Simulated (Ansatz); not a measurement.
Ansatz (an electronic-structure program) input (HF/cc-pV(Q+d)Z):
A basis named .json is the Basis Set Exchange file of that set.

Ansatz 0.2 input:
```yaml
crystal:
  periodic: [false, false, false]
  atoms:
    - {symbol: C, position_ang: [-1.10839733, -0.11462211, 2.17783189]}
    - {symbol: Si, position_ang: [-0.42747746, -0.11980432, 0.42294138]}
    - {symbol: Si, position_ang: [-0.42673361, 2.06938053, -0.42908721]}
    - {symbol: Si, position_ang: [-1.82766763, -1.43361634, -0.93551731]}
    - {symbol: N, position_ang: [1.18904943, -0.77576249, 0.39351027]}
    - {symbol: Si, position_ang: [2.63840838, -0.12229772, -0.28332434]}
    - {symbol: H, position_ang: [-0.48846116, 0.50369594, 2.83004288]}
    - {symbol: H, position_ang: [-2.12801066, 0.27642540, 2.19905626]}
    - {symbol: H, position_ang: [-1.12996751, -1.12626061, 2.59006459]}
    - {symbol: H, position_ang: [0.16398720, 2.13030798, -1.78823817]}
    - {symbol: H, position_ang: [0.29563947, 3.02262136, 0.44927570]}
    - {symbol: H, position_ang: [-1.84414283, 2.50573662, -0.51918706]}
    - {symbol: H, position_ang: [-1.40741132, -1.35640295, -2.35730859]}
    - {symbol: H, position_ang: [-1.75354943, -2.85945040, -0.51549205]}
    - {symbol: H, position_ang: [-3.24725786, -1.00487840, -0.84447552]}
    - {symbol: H, position_ang: [1.25964593, -1.73718387, 0.70317957]}
    - {symbol: H, position_ang: [2.85105055, -0.48523527, -1.70756349]}
    - {symbol: H, position_ang: [3.80580340, -0.61541433, 0.48603000]}
    - {symbol: H, position_ang: [2.55829663, 1.35283884, -0.19712271]}
basis:
  gaussian:
    orbitals: cc-pV_Q+d_Z.json
hamiltonian:
  xc: hf
```

End of the output:

```
integrals: 2.49 GiB planned
2915 factors; their error is unknown
9.57 GiB of device memory are held for the factors and their scratch space
mean field: 10.83 GiB planned
mean field evaluation 1: about -34165.3453 eV, gradient 4.4e1 eV
mean field evaluation 2: about -34169.7316 eV, gradient 2.3e1 eV
mean field evaluation 4: about -34171.0880 eV, gradient 1.3e0 eV
mean field evaluation 8: about -34171.8347 eV, gradient 9.4e-1 eV
mean field -34171.83515248 eV, -1255.7917793520 hartree, gradient 1.3e-5 eV, S^2 0.000000; 0 other end points of the search recorded, 0 dependent functions left out
reference -34171.83515248 eV, -1255.7917793520 hartree; 41, 41 occupied and 715, 715 virtual orbitals, 2915 factors
Total energy: -34171.83515248 eV, -1255.7917793520 hartree
```
